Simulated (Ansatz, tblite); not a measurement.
Cost and result up the ladder for the cluster Zn3⁺ (3 atoms). Total charge 1; doublet. Geometry: B3LYP/def2-TZVP.

Cartesian coordinates in Å:
```
Zn -1.7550 -2.0012 -0.1075
Zn -0.0079 0.0070 -0.0010
Zn 1.7629 1.9942 0.1085
```

Ansatz on 4 threads of Arm Neoverse V2 on a shared host; xTB runs through tblite on one thread. Times are rough, summed over both states, and most runs start from the orbitals of an earlier one. RPA@PBE/def2-TZVP serves as the yardstick here, not as an exact answer. The other state is a quartet at its own geometry.

The xTB rows come from tblite. B3LYP takes the VWN-RPA correlation. HSE06 is defined as in plane-wave codes, on full-range PBE exchange. Correlated methods freeze 27 core orbitals. The structure comes from a short search, and lower isomers may exist.

Run but left out: HF/STO-3G, MP2/def2-TZVP (doublet: ⟨S²⟩ 0.96 to 4.74, where a pure state has 0.75).

Correlated methods converge slowly with the basis.

xTB has no spin-polarisation term.

| level | functions | wall time |
| --- | --- | --- |
| GFN1-xTB | 12 | 0.002 s |
| GFN2-xTB | 12 | 0.002 s |
| LDA (SPW92)/def2-TZVP | 144 | 1.9 s |
| PBE/def2-TZVP | 144 | 3.8 s |
| BLYP/def2-TZVP | 144 | 4.1 s |
| RPA@PBE/def2-TZVP | 144 | 6.1 s |
| HSE06/def2-TZVP | 144 | 6.4 s |
| B3LYP/def2-TZVP | 144 | 6.5 s |
| PBE0/def2-TZVP (with forces) | 144 | 7.3 s |
| r2SCAN/def2-TZVP | 144 | 9.8 s |
| r2SCANh/def2-TZVP | 144 | 13 s |
| CCSD(T)/def2-TZVP | 144 | 25 s |

Q: Estimate what each level gives for the quartet − doublet (eV).

A: 
```json
{"level": "GFN1-xTB", "quartet − doublet (eV)": "4.79", "difference from RPA@PBE/def2-TZVP (eV)": "1.33", "remarks": "–"}
{"level": "GFN2-xTB", "quartet − doublet (eV)": "7.39", "difference from RPA@PBE/def2-TZVP (eV)": "3.93", "remarks": "–"}
{"level": "LDA (SPW92)/def2-TZVP", "quartet − doublet (eV)": "4.17", "difference from RPA@PBE/def2-TZVP (eV)": "0.71", "remarks": "–"}
{"level": "PBE/def2-TZVP", "quartet − doublet (eV)": "3.88", "difference from RPA@PBE/def2-TZVP (eV)": "0.41", "remarks": "–"}
{"level": "BLYP/def2-TZVP", "quartet − doublet (eV)": "4.06", "difference from RPA@PBE/def2-TZVP (eV)": "0.60", "remarks": "–"}
{"level": "RPA@PBE/def2-TZVP", "quartet − doublet (eV)": "3.47", "difference from RPA@PBE/def2-TZVP (eV)": "0.00", "remarks": "–"}
{"level": "HSE06/def2-TZVP", "quartet − doublet (eV)": "3.64", "difference from RPA@PBE/def2-TZVP (eV)": "0.18", "remarks": "–"}
{"level": "B3LYP/def2-TZVP", "quartet − doublet (eV)": "3.91", "difference from RPA@PBE/def2-TZVP (eV)": "0.45", "remarks": "–"}
{"level": "PBE0/def2-TZVP (with forces)", "quartet − doublet (eV)": "3.65", "difference from RPA@PBE/def2-TZVP (eV)": "0.19", "remarks": "–"}
{"level": "r2SCAN/def2-TZVP", "quartet − doublet (eV)": "3.65", "difference from RPA@PBE/def2-TZVP (eV)": "0.19", "remarks": "–"}
{"level": "r2SCANh/def2-TZVP", "quartet − doublet (eV)": "3.60", "difference from RPA@PBE/def2-TZVP (eV)": "0.14", "remarks": "–"}
{"level": "CCSD(T)/def2-TZVP", "quartet − doublet (eV)": "3.54", "difference from RPA@PBE/def2-TZVP (eV)": "0.07", "remarks": "spin-contaminated (⟨S²⟩ 0.96) (doublet)"}
```
